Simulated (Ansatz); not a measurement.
Ansatz (a first-principles code) input file for C3H3N2, SMILES [c]1cnc[nH]1, multiplicity 2, PBE-D3(BJ)/def2-SVP. 

Ansatz 0.2 input:
```yaml
crystal:
  periodic: [false, false, false]
  atoms:
    - {symbol: C, position_ang: [1.17991750, 0.18270251, 0.00000000]}
    - {symbol: C, position_ang: [0.24549241, 1.18867085, 0.00000000]}
    - {symbol: N, position_ang: [-0.99995611, 0.60167299, 0.00000000]}
    - {symbol: C, position_ang: [-0.81528518, -0.70315766, 0.00000000]}
    - {symbol: N, position_ang: [0.51659781, -1.01339774, 0.00000000]}
    - {symbol: H, position_ang: [0.38465730, 2.26769701, 0.00000000]}
    - {symbol: H, position_ang: [-1.60103407, -1.45983077, 0.00000000]}
    - {symbol: H, position_ang: [0.93913649, -1.93508723, 0.00000000]}
basis:
  gaussian:
    orbitals: def2-SVP
hamiltonian:
  xc: pbe
  dispersion: d3bj
magnetization: {spin_polarized: true, initial_magnetization: 1}
relax: {f_tol: 0.002, max_steps: 200}
```

Program output:

```
WARN ansatz: RAYON_NUM_THREADS=1 ignored (pool sized by the plan → 1); use --threads N
Functional definition: PBE
integrals: 0.03 GiB planned
992 factors; their error is unknown
mean field: 0.25 GiB planned
mean field evaluation 1: about -6118.0471 eV, gradient 3.8e1 eV
mean field evaluation 2: about -6088.3378 eV, gradient 8.2e1 eV
mean field evaluation 4: about -6125.0626 eV, gradient 5.2e0 eV
mean field evaluation 8: about -6125.1849 eV, gradient 1.0e-1 eV
mean field evaluation 16: about -6125.1073 eV, gradient 2.2e-3 eV
mean field evaluation 32: about -6122.7509 eV, gradient 1.3e1 eV
mean field -6125.10728676 eV, -225.0935410416 hartree, gradient 3.6e-5 eV, S^2 0.756282; 4 other end points of the search recorded, 0 dependent functions left out
the calculation of the forces begins
reference -6125.10731307 eV, -225.0935420085 hartree; 18, 17 occupied and 67, 68 virtual orbitals, 992 factors
relax step   1: F+E_penalty+E_count = -6125.26891372 eV  Δ(F+E_penalty+E_count) = +0.000e0 eV  max|allowed force component| = 4.698e-1 eV/Å  Δτ_max = 0.0000 Å  (96 SCF iters, accepted)
these checks for a lower state are left out or cut short: starts, cluster_reference, orbital_swaps, neighbouring_geometries, increment
integrals: 0.03 GiB planned
992 factors; their error is unknown
mean field: 0.25 GiB planned
mean field -6125.11628842 eV, -225.0938718464 hartree, gradient 1.6e-5 eV, S^2 0.756333; 0 other end points of the search recorded, 0 dependent functions left out
the calculation of the forces begins
reference -6125.11631488 eV, -225.0938728189 hartree; 18, 17 occupied and 67, 68 virtual orbitals, 992 factors
relax step   2: F+E_penalty+E_count = -6125.27826818 eV  Δ(F+E_penalty+E_count) = -9.354e-3 eV  max|allowed force component| = 1.942e-1 eV/Å  Δτ_max = 0.0125 Å  (39 SCF iters, accepted)
these checks for a lower state are left out or cut short: starts, cluster_reference, orbital_swaps, neighbouring_geometries, increment
integrals: 0.03 GiB planned
992 factors; their error is unknown
mean field: 0.25 GiB planned
mean field -6125.11713082 eV, -225.0939028041 hartree, gradient 1.4e-5 eV, S^2 0.756362; 0 other end points of the search recorded, 0 dependent functions left out
the calculation of the forces begins
reference -6125.11715735 eV, -225.0939037790 hartree; 18, 17 occupied and 67, 68 virtual orbitals, 992 factors
relax step   3: F+E_penalty+E_count = -6125.27927357 eV  Δ(F+E_penalty+E_count) = -1.005e-3 eV  max|allowed force component| = 4.082e-2 eV/Å  Δτ_max = 0.0048 Å  (39 SCF iters, accepted)
these checks for a lower state are left out or cut short: starts, cluster_reference, orbital_swaps, neighbouring_geometries, increment
integrals: 0.03 GiB planned
992 factors; their error is unknown
mean field: 0.25 GiB planned
mean field -6125.11716746 eV, -225.0939041506 hartree, gradient 2.7e-5 eV, S^2 0.756364; 0 other end points of the search recorded, 0 dependent functions left out
the calculation of the forces begins
reference -6125.11719399 eV, -225.0939051255 hartree; 18, 17 occupied and 67, 68 virtual orbitals, 992 factors
relax step   4: F+E_penalty+E_count = -6125.27932256 eV  Δ(F+E_penalty+E_count) = -4.899e-5 eV  max|allowed force component| = 1.839e-2 eV/Å  Δτ_max = 0.0023 Å  (38 SCF iters, accepted)
these checks for a lower state are left out or cut short: starts, cluster_reference, orbital_swaps, neighbouring_geometries, increment
integrals: 0.03 GiB planned
992 factors; their error is unknown
mean field: 0.25 GiB planned
mean field evaluation 64: about -6125.1172 eV, gradient 2.4e-5 eV
mean field -6125.11718727 eV, -225.0939048787 hartree, gradient 2.6e-5 eV, S^2 0.756361; 0 other end points of the search recorded, 0 dependent functions left out
the calculation of the forces begins
reference -6125.11721380 eV, -225.0939058535 hartree; 18, 17 occupied and 67, 68 virtual orbitals, 992 factors
relax step   5: F+E_penalty+E_count = -6125.27933895 eV  Δ(F+E_penalty+E_count) = -1.639e-5 eV  max|allowed force component| = 1.068e-2 eV/Å  Δτ_max = 0.0009 Å  (29 SCF iters, accepted)
these checks for a lower state are left out or cut short: starts, cluster_reference, orbital_swaps, neighbouring_geometries, increment
integrals: 0.03 GiB planned
992 factors; their error is unknown
mean field: 0.25 GiB planned
mean field -6125.11718523 eV, -225.0939048036 hartree, gradient 2.8e-5 eV, S^2 0.756361; 0 other end points of the search recorded, 0 dependent functions left out
the calculation of the forces begins
reference -6125.11721176 eV, -225.0939057786 hartree; 18, 17 occupied and 67, 68 virtual orbitals, 992 factors
relax step   6: F+E_penalty+E_count = -6125.27934048 eV  Δ(F+E_penalty+E_count) = -1.526e-6 eV  max|allowed force component| = 2.203e-3 eV/Å  Δτ_max = 0.0002 Å  (25 SCF iters, accepted)
these checks for a lower state are left out or cut short: starts, cluster_reference, orbital_swaps, neighbouring_geometries, increment
integrals: 0.03 GiB planned
992 factors; their error is unknown
mean field: 0.25 GiB planned
mean field -6125.11718737 eV, -225.0939048822 hartree, gradient 2.5e-5 eV, S^2 0.756361; 0 other end points of the search recorded, 0 dependent functions left out
the calculation of the forces begins
reference -6125.11721390 eV, -225.0939058571 hartree; 18, 17 occupied and 67, 68 virtual orbitals, 992 factors
relax step   7: F+E_penalty+E_count = -6125.27934069 eV  Δ(F+E_penalty+E_count) = -2.069e-7 eV  max|allowed force component| = 5.625e-4 eV/Å  Δτ_max = 0.0001 Å  (24 SCF iters, accepted)
integrals: 0.03 GiB planned
992 factors; their error is unknown
mean field: 0.25 GiB planned
mean field evaluation 96: about -6125.1172 eV, gradient 6.9e-4 eV
mean field -6125.11718737 eV, -225.0939048822 hartree, gradient 2.6e-5 eV, S^2 0.756361; 5 other end points of the search recorded, 0 dependent functions left out
the calculation of the forces begins
reference -6125.11721390 eV, -225.0939058571 hartree; 18, 17 occupied and 67, 68 virtual orbitals, 992 factors
Total energy: -6125.27936722 eV, -225.0998648817 hartree
Atom 0 at     1.185308     0.184216     0.000000 Å, force    -0.000317     0.000292     0.000000 eV/Å
Atom 1 at     0.247481     1.197469     0.000000 Å, force     0.000562     0.000048    -0.000000 eV/Å
Atom 2 at    -0.999370     0.603766    -0.000000 Å, force    -0.000233    -0.000063     0.000000 eV/Å
Atom 3 at    -0.819060    -0.712034    -0.000000 Å, force     0.000155     0.000032    -0.000000 eV/Å
Atom 4 at     0.516212    -1.017308    -0.000000 Å, force     0.000004    -0.000310    -0.000000 eV/Å
Atom 5 at     0.387243     2.283334     0.000000 Å, force    -0.000066    -0.000056    -0.000000 eV/Å
Atom 6 at    -1.615299    -1.467474     0.000000 Å, force    -0.000143    -0.000030     0.000000 eV/Å
Atom 7 at     0.947011    -1.942699     0.000000 Å, force     0.000038     0.000086     0.000000 eV/Å
Dipole moment:     0.210209    -0.587706    -0.000000 e Å
```

Self-consistency was reached.

Cost: very roughly 29 core-seconds.
